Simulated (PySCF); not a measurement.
## Calculated properties of `O=[P@@]([O-])(O)C1=CC=C(F)C=C1`

Species: C6H5FO3P (charge -1).
Cartesian coordinates in Å at the GFN2-xTB level; atoms count from 1:
```xyz
16
C6H5FO3P angstrom
O      2.3931   -1.0105   -1.7346
P      2.2236   -0.3533   -0.4175
O      2.8209   -0.9212    0.8270
O      2.7293    1.2290   -0.5224
C      0.4116   -0.0976   -0.1246
C     -0.2261    1.1257   -0.0274
C     -1.5927    1.1923    0.1927
C     -2.2996    0.0126    0.3110
F     -3.6496    0.0719    0.5284
C     -1.6903   -1.2247    0.2183
C     -0.3252   -1.2633   -0.0007
H      3.0364    1.4006    0.3654
H      0.3488    2.0346   -0.1321
H     -2.1091    2.1386    0.2715
H     -2.2819   -2.1237    0.3158
H      0.2031   -2.2021   -0.0822
```

Structural features include: benzene ring, C–F bond and P=O bond.

GFN2-xTB geometry:

- Rotational constants A, B, C of the GFN2-xTB geometry: 2.561, 0.530, 0.485 GHz

**PBE0/pcSseg-1 ground state and GIAO shieldings, non-relativistic (PySCF)**

* HOMO energy: -2.46 eV
* LUMO energy: 2.93 eV
* HOMO–LUMO gap: 5.39 eV
* Lowest Hirshfeld atomic charge: -0.50 e on O3
* Highest Hirshfeld atomic charge: +0.37 e on P2
* 13C chemical shifts (computed TMS as zero) by class: 170.0 (C8), 156.3 (C5), 136.6 (C6/C11), 115.7 (C7/C10) ppm
* 1H chemical shifts (computed TMS as zero) by class: 7.99 (H13/H16), 6.79 (H14/H15), 1.49 (H12) ppm
* Isotropic shieldings of nuclei other than C and H, by class: 153 (O1/O3), 220 (O4), 304 (F9), 320 (P2) ppm
* Mayer bond orders between heavy atoms: O1–P2 1.80, P2–O3 1.74, P2–O4 0.85, P2–C5 0.70, C5–C6 1.42, C6–C7 1.38, C7–C8 1.44, C8–F9 0.85, C8–C10 1.42, C10–C11 1.40, C11–C5 1.47

Monoisotopic mass of the ion (most abundant isotopes, electron mass counted): 174.9966 u.

The rotational constants make it an asymmetric top with κ = (2B − A − C)/(A − C) = -0.96, nearer the prolate limit (−1). With B = h/(8π²I), that is 505.379 GHz u Å² over I, the principal moments of inertia are 197.3, 954.1 and 1041.9 u Å² (most abundant isotopes); the inertial defect Ic − Ia − Ib is -109.5 u Å² (zero for a rigid planar frame, negative otherwise).

Geometry: GFN2-xTB, one conformer, isolated ion. NMR classes are plain means over equivalent atoms (diastereotopic ones count apart unless rotation or inversion swaps them), as if these changed places fast; in this geometry the members of some classes differ. No diffuse functions stand in pcSseg-1, which bears on an anion's orbital energies.

For the NMR shielding job (PBE0/pcSseg-1), time: 41 s of wall time (grids of density and orbitals included); peak memory 0.93 GiB. Hardware: Arm Neoverse V2, one thread, shared host.
